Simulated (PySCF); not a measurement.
## Working out the ionisation energy of Pd⁺

Pd⁺ [Kr] 4d9 (2D) → Pd²⁺ [Kr] 4d8 (3F). All numbers are calculated (PySCF 2.14, a scalar-relativistic core potential, in def2-TZVPPD with the def2 core potential (28 electrons) (6s4p3d2f1g, 56 functions)). Frozen: nothing. Energies in hartree (1 hartree = 27.21139 eV):

| part | Pd⁺ (lower) | Pd²⁺ (upper) |
| --- | --- | --- |
| UHF | -126.801428 | -126.161057 |
| CCSD correlation | -0.540635 | -0.481359 |
| (T) | -0.013808 | -0.010210 |

What does Hartree-Fock give?

(-126.161057) − (-126.801428) = 0.640371 hartree = 17.425 eV.

What do CCSD and CCSD(T) give?

The CCSD correlation energies differ by 0.059276 hartree = 1.613 eV and the triples by 0.003598 hartree = 0.098 eV, so CCSD gives 19.038 eV and CCSD(T) 19.136 eV.

Reference: 19.43 ± 0.12 eV (semi-empirical (NIST evaluation); NIST Atomic Spectra Database, ionization energies), between the lowest levels; spin-orbit coupling is absent from the calculation.

What remains against the reference includes basis incompleteness and higher excitations.
